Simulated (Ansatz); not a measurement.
AlClH5NSi can be A, `[SiH3][NH][AlH][Cl]`, or B, `[AlH2][NH][SiH2]Cl`.

Program: Ansatz. Geometries: PBE0-D4/def2-TZVP. ΔE: electronic, gas phase. CBS: MP2 limit from def2 TZ/QZ plus the TZ coupled-cluster correction, frozen cores. Functionals use def2-TZVPP. B3LYP here is the variant with VWN-RPA as its local correlation; programs differ in this. Each species was taken in one conformer, which may not be the lowest.

A:

```xyz
9

Si   -1.2695    0.5825   -0.2822
N     0.3193    0.4313    0.3891
Al    1.5406   -0.8452    0.2661
Cl    1.1113   -2.5466   -0.8742
H    -2.3004    0.7177    0.7841
H    -1.3791    1.7824   -1.1575
H    -1.5456   -0.6352   -1.0812
H     0.6002    1.2217    0.9575
H     2.9232   -0.7086    0.9983
```

B:

Z-matrix (Å, degrees):
```
Si
N 1 1.708
Cl 1 2.066 2 112.4
H 1 1.481 2 111.9 3 118.1
H 1 1.479 2 108.2 3 -118.0
Al 2 1.790 1 128.6 3 103.5
H 2 1.013 1 114.8 3 -72.5
H 6 1.579 2 117.4 1 2.6
H 6 1.581 2 117.3 1 -178.1
```

Question: Which is lower in electronic energy at CCSD(T)/CBS, and by how much? (An estimate is asked.)

Answer: Ansatz gave: A, by 13.6 kcal/mol.

Question: Give E(B) − E(A) in kcal/mol with CCSD(T)/def2-SVP, MP2/def2-TZVPP, B3LYP, PBE-D4, ωB97M-V, BLYP-D4, CCSD/def2-TZVPP. (Estimate.)

Answer: Computed: CCSD(T)/def2-SVP 15.8, MP2/def2-TZVPP 13.7, B3LYP 13.5, PBE-D4 12.6, ωB97M-V 13.0, BLYP-D4 12.9, CCSD/def2-TZVPP 14.0. None reverses the order clearly.

Question: Does the order hold for the free energy at 298.15 K (harmonic terms from PBE0-D4)? (Best estimate.)

Answer: The calculation gave: Yes: G(B) − G(A) = +13.3 kcal/mol, for one conformer each. Modes under 60 cm⁻¹, often nearly free rotors, make the harmonic entropy too high.

Largest T1 diagnostic: 0.011.

At CCSD(T), def2-SVP lies +2.2 kcal/mol from the extrapolated value and def2-TZVPP +0.2 kcal/mol. Leaving LDA and LC-ωPBE aside and taking each functional with its dispersion term where it has one, the values, not all of them listed here, spread over 2.4 kcal/mol, from B97M-V to BHLYP-D4.
